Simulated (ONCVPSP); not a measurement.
**Logarithmic derivatives: lanthanum (La), ONCV**

| Item | Value |
| --- | --- |
| Element | lanthanum |
| Generator | ONCVPSP 4.0.1 |
| Type | optimised norm-conserving Vanderbilt (ONCV) |
| Functional | LDA (Perdew-Zunger) |
| Relativity | fully relativistic |
| Frozen core | [Kr] 4d10 |
| Valence charge | 11 |
| Reference configuration | 5s2 5p6 5d1 6s1.5 (charge +0.5) |
| Partial waves | 5s+6s: rc 2.15 bohr, ncon 3, nbas 6, qcut 5.3 1/bohr, 2 projectors; 5p: rc 2.65 bohr, ncon 4, nbas 7, qcut 6.3 1/bohr, 2 projectors, debl 3 Ha; 5d: rc 4.00 bohr, ncon 4, nbas 9, qcut 4.4 1/bohr, 3 projectors, debl 0.9 Ha; f scattering state at 0.03 Ha: rc 3.70 bohr, ncon 3, nbas 7, qcut 3.3 1/bohr, 1 projector |
| Local potential | polynomial inside 2.05 bohr (lpopt 5, dvloc0 0 Ha) |
| Core correction | polynomial model core, fcfact 0.35 |

Open shells are filled in proportion to 2j + 1.

In the f channel the program set the typed energies aside and used -0.267 Ha (j = l + 1/2; the other j can differ).

The phase is arctan(r·R′/R) of the radial function R(r), unwrapped; energies in Ha, scanned from -3 to 5 Ha. A pole is an energy at which the radial function vanishes at the test radius. The pseudo phase is shifted by a multiple of π to meet the all-electron one at the reference energy, and phase errors are pseudo minus all-electron; the curves can meet again beyond the range given. Levels narrower than the energy grid can be missing from the lists of poles. n/a: not evaluated, since a narrow level or a reset projector energy made the automatic matching unsafe.

Task: For each channel, where are the poles, and over which energies does the pseudopotential scatter like the atom?

Result:

```
channel  radius (bohr)  reference energy (Ha)  poles, all-electron            poles, pseudo  unbroken range about the reference energy with phases within 0.05 rad  phase error 1 Ha above the reference energy (rad)
      s           2.18                  -0.23          -1.03, 4.90              -1.03, 4.09                                                              below 4.1                                             -0.001
   p3/2           2.69                  -0.90          -0.64, 2.97              -0.64, 2.96                                                              below 4.5                                             -0.001
   p1/2           2.69                  -0.99          -0.78, 2.77              -0.78, 2.77                                                              below 4.4                                             -0.001
   d5/2           4.07                  -0.21    -0.10, 1.23, 3.38        -0.10, 1.23, 3.56                                                                    n/a                                                n/a
   d3/2           4.07                  -0.22    -0.11, 1.21, 3.35  -0.11, 1.21, 2.97, 4.10                                                              below 2.1                                             -0.000
   f7/2           3.76                  -0.27    -0.26, 0.89, 2.65        -0.26, 2.13, 4.20                                                           -0.3 to -0.2                                             +0.464
   f5/2           3.76                  -0.27    -0.27, 0.89, 2.64        -0.26, 2.13, 4.20                                                           -0.3 to -0.2                                             +0.464
```

Note: ghosts flagged at negative energy: d5/2 at -39.5 eV; GHOST(+) flagged for s at 127.6 eV. A true bound ghost makes a file unfit for plane-wave use.

Phases in the s channel:

```
E (Ha)  all-electron  pseudo
 -2.98         1.179   1.178
 -2.76         1.112   1.112
 -2.54         1.003   1.003
 -2.32         0.792   0.792
 -2.10         0.298   0.298
 -1.88        -0.586  -0.586
 -1.66        -1.139  -1.139
 -1.44        -1.375  -1.375
 -1.22        -1.499  -1.499
 -1.00        -1.579  -1.579
 -0.78        -1.639  -1.639
 -0.56        -1.689  -1.689
 -0.34        -1.737  -1.737
 -0.12        -1.788  -1.788
  0.10        -1.845  -1.845
  0.32        -1.918  -1.918
  0.54        -2.017  -2.017
  0.76        -2.167  -2.169
  0.98        -2.419  -2.422
  1.20        -2.852  -2.861
  1.42        -3.428  -3.443
  1.64        -3.880  -3.894
  1.86        -4.143  -4.155
  2.08        -4.297  -4.308
  2.30        -4.395  -4.405
  2.52        -4.462  -4.472
  2.74        -4.511  -4.522
  2.96        -4.549  -4.561
  3.18        -4.579  -4.593
  3.40        -4.604  -4.622
  3.62        -4.626  -4.647
  3.84        -4.644  -4.674
  4.06        -4.660  -4.707
  4.28        -4.675  -4.767
  4.50        -4.689  -5.309
  4.72        -4.702  -7.696
  4.94        -4.714  -7.782
```
